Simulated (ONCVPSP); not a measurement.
# N, ONCV: configuration errors across variants

- Element: nitrogen
- Generator: ONCVPSP 4.0.1
- Type: optimised norm-conserving Vanderbilt (ONCV)
- Functional: PBE
- Relativity: scalar-relativistic
- Frozen core: [He]
- Valence charge: 5
- Reference configuration: 2s2 2p3
- Partial waves: 2s: rc 1.00 bohr, ncon 4, nbas 9, qcut 5.9 1/bohr, local; 2p: rc 2.10 bohr, ncon 4, nbas 7, qcut 6.1 1/bohr, 2 projectors, debl 1.9 Ha; d scattering state at 0.02 Ha: rc 1.60 bohr, ncon 3, nbas 6, qcut 6.2 1/bohr, 3 projectors, debl 3.3 Ha
- Local potential: the s channel
- Core correction: Teter function, fcfact 3.25, rcfact 1.35

All-electron excitation energies from the reference (eV): (1) 2s2 2p2 13.591; (2) 2s2 2p1 42.445; (3) 2s2 2p0 89.527; (4) 2s1 2p4 11.507.

Errors AE − PS in meV (a dash: test not solved or not reliable):

| change | (1) | (2) | (3) | (4) | bound ghosts | GHOST(+) flags above zero |
| --- | --- | --- | --- | --- | --- | --- |
| base | +82 | +634 | +2362 | -14 | none | none |
| core correction Teter function, fcfact 3.25, rcfact 0.96 | +81 | +629 | +2332 | -13 | none | none |
| core correction Teter function, fcfact 3.25, rcfact 1.12 | +81 | +631 | +2346 | -14 | none | none |
| core correction Teter function, fcfact 3.25, rcfact 1.34 | +82 | +634 | +2362 | -14 | none | none |
| core correction Teter function, fcfact 3.25, rcfact 1.46 | +82 | +637 | +2362 | -14 | none | none |
| core correction Teter function, fcfact 3.25, rcfact 1.52 | +82 | +637 | +2362 | -14 | none | none |
| core correction Teter function, fcfact 3.25, rcfact 1.68 | +83 | +637 | +2354 | -14 | none | none |
| core correction Teter function, fcfact 3.25, rcfact 1.78 | +83 | +637 | +2340 | -15 | none | none |
| core correction Teter function, fcfact 3.25, rcfact 1.94 | +83 | +631 | +2305 | -15 | none | none |
| core correction Teter function, fcfact 3.25, rcfact 2.06 | +82 | +626 | +2264 | -15 | none | none |

Give the same row for: core correction Teter function, fcfact 3.25, rcfact 1.2.

+82, +631, +2354, -14; bound ghosts: none; GHOST(+) flags above zero: none.
